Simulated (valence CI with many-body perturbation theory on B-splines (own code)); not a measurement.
The numbers below are computed, except where a source is named.
# Energy levels of Mn XXI

Method: valence CI with perturbative core correlation (CI+MBPT): three valence electrons over a frozen Dirac-Fock core [He], radial functions for each j: 11 s, 11 p, 10 d, 8 f, 5 g, 2 h, with the one-electron correlation potential Σ1, the two-electron term Σ2, the three-electron term Σ3, Breit, model QED; selected CI, second order for the rest, scaled by the run's own slope (own B-spline code, finite nucleus).

No measured levels were compared; by estimate levels of excited configurations hold to 0.05 to 0.15 % of their energy, terms of the ground configuration to about 0.5 %.

Levels 1 to 45 of 205, with energies above the lowest level, 2s²2p ²P°_1/2. "Leading %" is the weight of the configuration and term that name the level; weights of strongly mixed levels are sums over their largest components and can fall short. In the jj column 3d3/2^4 stands for four electrons in 3d with j = 3/2.

```tsv
No.	Configuration	Term	J	E (eV)	Leading %	Leading jj	g
1	2s²2p	²P°	1/2	0.0	98	2s^2 2p1/2 (98 %)	0.661
2	2s²2p	²P°	3/2	12.3	97	2s^2 2p3/2 (97 %)	1.330
3	2s2p²	⁴P	1/2	47.0	97	2s 2p1/2^2 (60 %)	2.641
4	2s2p²	⁴P	3/2	52.6	99	2s 2p1/2 2p3/2 (93 %)	1.727
5	2s2p²	⁴P	5/2	58.3	96	2s 2p1/2 2p3/2 (54 %)	1.579
6	2s2p²	²D	3/2	85.2	96	2s 2p1/2 2p3/2 (81 %)	0.819
7	2s2p²	²D	5/2	87.3	96	2s 2p3/2^2 (54 %)	1.215
8	2s2p²	²P	1/2	100.0	58	2s 2p1/2 2p3/2 (50 %)	1.241
9	2s2p²	²S	1/2	113.0	57	2s 2p3/2^2 (77 %)	1.445
10	2s2p²	²P	3/2	114.7	96	2s 2p3/2^2 (74 %)	1.312
11	2p³	⁴S°	3/2	146.0	93	2p1/2^2 2p3/2 (46 %)	1.944
12	2p³	²D°	3/2	162.5	85	2p1/2 2p3/2^2 (57 %)	0.902
13	2p³	²D°	5/2	165.5	100	2p1/2 2p3/2^2 (100 %)	1.197
14	2p³	²P°	1/2	182.6	98	2p1/2 2p3/2^2 (98 %)	0.661
15	2p³	²P°	3/2	188.2	81	2p3/2^3 (84 %)	1.279
16	2s²3s	²S	1/2	919.8	94	2s^2 3s (94 %)	2.000
17	2s²3p	²P°	1/2	941.0	92	2s^2 3p1/2 (92 %)	0.665
18	2s²3p	²P°	3/2	944.5	92	2s^2 3p3/2 (92 %)	1.333
19	2s2p3s	⁴P°	1/2	962.4	96	2s 2p1/2 3s (94 %)	2.619
20	2s²3d	²D	3/2	963.9	95	2s^2 3d3/2 (95 %)	0.798
21	2s²3d	²D	5/2	965.0	95	2s^2 3d5/2 (95 %)	1.199
22	2s2p3s	⁴P°	3/2	965.6	92	2s 2p1/2 3s (74 %)	1.705
23	2s2p3s	²P°	1/2	974.0	94	2s 2p1/2 3s (80 %)	0.696
24	2s2p3s	⁴P°	5/2	974.1	98	2s 2p3/2 3s (98 %)	1.598
25	2s2p3p	⁴D	1/2	981.0	75	2s 2p1/2 3p1/2 (96 %)	0.179
26	2s2p3s	²P°	3/2	983.0	91	2s 2p3/2 3s (92 %)	1.349
27	2s2p3p	⁴D	3/2	983.9	75	2s 2p1/2 3p1/2 (71 %)	1.230
28	2s2p3p	²P	3/2	988.1	35	2s 2p1/2 3p3/2 (79 %)	1.478
29	2s2p3p	²P	1/2	988.8	67	2s 2p1/2 3p3/2 (60 %)	0.611
30	2s2p3p	⁴D	5/2	989.2	91	2s 2p1/2 3p3/2 (63 %)	1.379
31	2s2p3p	⁴P	1/2	992.5	92	2s 2p1/2 3p1/2 (67 %)	2.588
32	2s2p3p	⁴S	3/2	993.9	34	2s 2p1/2 3p3/2 (68 %)	1.446
33	2s2p3p	⁴D	7/2	996.9	100	2s 2p3/2 3p3/2 (100 %)	1.427
34	2s2p3p	⁴P	3/2	998.3	40	2s 2p3/2 3p1/2 (71 %)	1.333
35	2s2p3p	⁴S	3/2	1000.2	36	2s 2p3/2 3p3/2 (70 %)	1.561
36	2s2p3p	⁴P	5/2	1000.3	70	2s 2p3/2 3p1/2 (67 %)	1.493
37	2s2p3d	⁴F°	3/2	1001.5	90	2s 2p1/2 3d3/2 (93 %)	0.455
38	2s2p3d	⁴F°	5/2	1003.6	86	2s 2p1/2 3d3/2 (46 %)	1.065
39	2s2p3p	²D	5/2	1005.5	76	2s 2p3/2 3p3/2 (85 %)	1.288
40	2s2p3d	⁴F°	7/2	1006.8	81	2s 2p1/2 3d5/2 (66 %)	1.264
41	2s2p3d	⁴P°	5/2	1008.4	45	2s 2p1/2 3d5/2 (75 %)	1.413
42	2s2p3p	²S	1/2	1009.2	87	2s 2p3/2 3p3/2 (80 %)	1.919
43	2s2p3d	⁴D°	3/2	1009.4	56	2s 2p1/2 3d5/2 (42 %)	1.281
44	2s2p3s	²P°	1/2	1009.6	51	2s 2p3/2 3s (41 %)	0.453
45	2s2p3d	⁴D°	1/2	1009.9	48	2s 2p1/2 3d3/2 (40 %)	0.425
```

Names give the largest LS component (configuration and term), which can be under half, so a name can repeat, a term be missing and a line seem to break the LS rules; names also repeat where a configuration has a term twice.

Where two levels of one J and parity lie close, their mixing, g and order are uncertain.

The ionisation energy to 2s² ¹S0 of the next ion comes out as 1643.4 eV (NIST: 1643.2 ± 0.7 eV (semi-empirical)). All 205 levels together are meant to be complete up to 1361.3 eV.
